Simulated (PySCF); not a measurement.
Computed properties of N-methylmethanimine (C2H5N), SMILES C=NC

N-methylmethanimine (C2H5N), SMILES C=NC. Geometry optimised at PBE0-D3(BJ)/def2-TZVP. One conformer was computed; it need not be the lowest. All values are computed for the isolated molecule unless a solvent is named; none is compared with measurement here.

**Structure.** The optimised structure has Cs symmetry. All 18 harmonic modes at PBE0-D3(BJ)/def2-TZVP (PySCF) are real, so it is a minimum. With heavy atoms numbered as in [CH3:1][N:2]=[CH2:3], the shortest bond between them is N2–C3 at 1.257 Å and the longest C1–N2 at 1.439 Å.

**Vibrations.** The strongest infrared lines (harmonic, unscaled, degenerate partners summed) lie at 3000 cm⁻¹ (68 km/mol, H 94 %), 2988 cm⁻¹ (45 km/mol, H 96 %), 3149 cm⁻¹ (27 km/mol, H 90 %, C 10 %). The softest mode is at 223 cm⁻¹ and the zero-point energy is 42.8 kcal/mol.

**Electronic structure.** CAM-B3LYP/def2-TZVPD (PySCF) places the frontier levels at -8.83 and 0.78 eV, a gap of 9.61 eV, and gives a dipole moment of 1.58 D and a mean polarisability of 35.8 bohr³. PBE/def2-TZVPD (PySCF) at the same geometry gives -5.91 and -1.49 eV, so its gap is 5.19 eV narrower. An orbital gap is neither the optical nor the fundamental gap.

**Excitations.** TDA-CAM-B3LYP/def2-SVPD (PySCF) has S1 at 5.06 eV (245 nm, f = 0.002, weak); the most intense of the 10 singlets computed lies at 8.47 eV (f = 0.31). T1 (TDA) is at 4.15 eV, 0.91 eV under S1. TDA-PBE/def2-SVPD (PySCF) puts S1 at 4.83 eV. No vertical singlet excitation falls in the visible range (under 3.1 eV).

**NMR.** GIAO shifts at KT2/pcSseg-2 (PySCF) (non-relativistic, atoms alike by connectivity averaged): ¹³C from 56.0 to 151.4 ppm against TMS; ¹H from 3.5 to 7.4 ppm against TMS.

**Solvation.** SMD-M06-2X/def2-SVP (PySCF) gives -3.4 kcal/mol in water, -1.7 kcal/mol in dimethylsulfoxide, -2.3 kcal/mol in diethylether (1 M in both phases, gas-phase geometry); of these solvents water holds the molecule best.
